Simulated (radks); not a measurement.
The numbers below are computed, except where a source is named.
Te, 52 electrons, occupied as [Kr] 4d10 5s2 5p4.

Level of theory: scalar-relativistic Kohn-Sham, LDA (Slater exchange, Perdew-Wang correlation), spin-polarised, spherical densities, point nucleus; open shells are filled with parallel spins first (spin-orbit coupling, left out, can overturn this in heavy ions); hard spherical wall at 6 bohr (a radial shooting solver on a logarithmic mesh with Libxc functionals).

Energy parts (eV):
total: -184733.642
kinetic: 193515.628
electron-nucleus: -447095.407
Hartree: 73469.759
exchange-correlation: -4623.622

Orbitals (lengths in bohr, moments of r in powers of bohr; <r^-3> diverges for s and p1/2; r(max) is where P^2 peaks):
orbital	occ.	eigenvalue (eV)	r(max)	<r^4>	<r^-3>
1s up	1	-31592.27	0.01795	2.880e-06	-
1s down	1	-31592.21	0.01795	2.880e-06	-
2s up	1	-4844.646	0.1015	0.0004940	-
2s down	1	-4844.616	0.1015	0.0004940	-
2p up	3	-4351.387	0.08124	0.0003560	5390
2p down	3	-4351.341	0.08124	0.0003560	5390
3s up	1	-962.6734	0.2930	0.02155	-
3s down	1	-962.6212	0.2930	0.02155	-
3p up	3	-802.3212	0.2865	0.02265	1019
3p down	3	-802.2643	0.2865	0.02265	1019
3d up	5	-559.1512	0.2376	0.02001	140.5
3d down	5	-559.0981	0.2376	0.02001	140.5
4s up	1	-162.9076	0.7006	0.6485	-
4s down	1	-162.7932	0.7006	0.6472	-
4p up	3	-113.1203	0.7375	0.9137	195.7
4p down	3	-112.9915	0.7376	0.9094	195.9
4d up	5	-40.6871	0.8111	2.226	19.59
4d down	5	-40.4627	0.8107	2.175	19.69
5s up	1	-14.9713	1.794	36.41	-
5s down	1	-13.8941	1.783	36.64	-
5p up	3	-5.6753	2.162	76.87	17.11
5p down	1	-4.5855	2.160	79.86	16.98
5d up	0	4.7444	3.328	192.0	1.118
6s up	0	5.2794	4.041	276.2	-
5d down	0	5.5884	3.405	200.1	1.034
6s down	0	5.8634	4.065	280.4	-
4f up	0	11.3360	3.770	229.3	0.09200
4f down	0	12.0911	3.841	238.7	0.08830

The highest occupied level is 5p down at -4.585 eV. Summed over all electrons, <r^2> = 58.02 bohr^2, which gives a Langevin (diamagnetic) susceptibility term of -45.9 x 10^-6 cm^3/mol. Spin moment in Bohr magnetons: 2.
